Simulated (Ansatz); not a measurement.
`C[CH]1[CH2][GeH2]1` and `[SeH][CH]1[CH2][GeH2]1` differ in one atom or group.

Ansatz, PBE0-D4/def2-TZVP geometries, multiplicity 1. Each molecule was computed in one conformer, which needn't be the lowest.

Scalar relativity is left out up to krypton.

```json
{"property": "size of the dipole moment (PBE/def2-TZVPP) / D", "`C[CH]1[CH2][GeH2]1`": "0.37"}
{"property": "LUMO energy (B3LYP/def2-TZVPP) / eV", "`C[CH]1[CH2][GeH2]1`": "0.30"}
{"property": "HOMO–LUMO gap (PBE/def2-TZVPP) / eV", "`C[CH]1[CH2][GeH2]1`": "4.96"}
{"property": "HOMO–LUMO gap (PBE0/def2-TZVPP) / eV", "`C[CH]1[CH2][GeH2]1`": "6.79"}
{"property": "LUMO energy (ωB97M-V/def2-TZVPP) / eV", "`C[CH]1[CH2][GeH2]1`": "2.28"}
{"property": "size of the dipole moment (ωB97M-V/def2-TZVPP) / D", "`C[CH]1[CH2][GeH2]1`": "0.24"}
```

Task: Give the same properties after the change, and the shifts. (Estimate.)

Result: The calculation gave: 
```
                                          property  `[SeH][CH]1[CH2][GeH2]1`  shift
    size of the dipole moment (PBE/def2-TZVPP) / D                      1.37   1.00
               LUMO energy (B3LYP/def2-TZVPP) / eV                     -0.47  -0.77
               HOMO–LUMO gap (PBE/def2-TZVPP) / eV                      3.97  -0.99
              HOMO–LUMO gap (PBE0/def2-TZVPP) / eV                      5.86  -0.93
             LUMO energy (ωB97M-V/def2-TZVPP) / eV                      1.60  -0.68
size of the dipole moment (ωB97M-V/def2-TZVPP) / D                      1.54   1.30
```

With PBE0 the HOMO rises by 0.14 eV and the LUMO falls by 0.78 eV, so the gap narrows by about 0.92 eV. PBE moves the HOMO by 0.18 eV and ωB97M-V by 0.16 eV. Dipoles are sizes alone; their direction can turn.

B3LYP here is the variant with VWN-RPA as its local correlation; programs differ in this.

Spin–orbit coupling is left out; it splits and shifts lone-pair levels of the heavy atoms by tenths of an eV.
